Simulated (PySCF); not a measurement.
Working out the ionisation energy of Os

Os [Xe] 4f14 5d6 6s2 (5D) → Os⁺ [Xe] 4f14 5d6 6s1 (6D). Computed with PySCF 2.14 in aug-cc-pVDZ-PP with ECP60MDF, with scalar relativity through the core potential. Frozen: 5s2 5p6. Energies in hartree (1 hartree = 27.21139 eV):

| part | Os (lower) | Os⁺ (upper) |
| --- | --- | --- |
| UHF | -90.066686 | -89.825842 |
| MP2 opposite-spin | -0.091282 | -0.041327 |
| MP2 same-spin | -0.065707 | -0.062168 |

**Question.** What does Hartree-Fock give?

**Answer.** (-89.825842) − (-90.066686) = 0.240844 hartree = 6.554 eV.

**Question.** What do MP2 and SCS-MP2 (6/5 opposite-spin, 1/3 same-spin) give?

**Answer.** The opposite-spin parts differ by 1.359 eV and the same-spin parts by 0.096 eV. MP2: 6.554 + (1.359) + (0.096) = 8.009 eV. SCS-MP2: 6.554 + 1.2 × (1.359) + (0.096)/3 = 8.217 eV.

Measured between the centres of the two terms (NIST): 8.473 eV, so MP2 (valence) is off by -0.464 eV.

A double-zeta basis recovers only part of the correlation energy.

What remains against the reference includes basis incompleteness, the frozen core and correlation beyond second order.
